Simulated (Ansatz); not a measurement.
H$_{5}$NOSn, SMILES `[NH2][SnH2][OH]`, relaxed with RKS PBE0-D4/def2-TZVP in Ansatz 0.2.0 from a PBE-D4/def2-SVP geometry. The force threshold is 0.005 eV/Å; the program also tests the step.

The species carries charge 0 and has multiplicity 1. Sn takes the def2 core potential.

Start:

```xyz
8

N     0.656   -1.249    0.701
Sn   -0.374    0.414    0.077
O     0.861    1.160   -1.328
H     0.445   -1.486    1.679
H     0.447   -2.080    0.133
H    -0.461    1.482    1.436
H    -1.912    0.128   -0.693
H     0.337    1.631   -2.004
```

(1) How much energy does the relaxation release, and in how many steps? (Estimate.)

(2) Which bonds change most? (Estimate.)

(3) Give the relaxed structure. (Estimate.)

Results:

(1) Computed: 6.82 kJ/mol, in 14 steps, 2 of them rejected.

(2) Ansatz gave: Sn2–O3 from 2.014 to 1.966 Å; N1–Sn2 from 2.053 to 2.010 Å; Sn2–H7 from 1.744 to 1.715 Å; Sn2–H6 from 1.731 to 1.703 Å.

(3) Computed: 
```xyz
8

N     0.599   -1.237    0.671
Sn   -0.372    0.426    0.095
O     0.817    1.242   -1.241
H     0.507   -1.464    1.651
H     0.417   -2.067    0.125
H    -0.461    1.456    1.449
H    -1.861    0.145   -0.708
H     0.354    1.498   -2.042
```
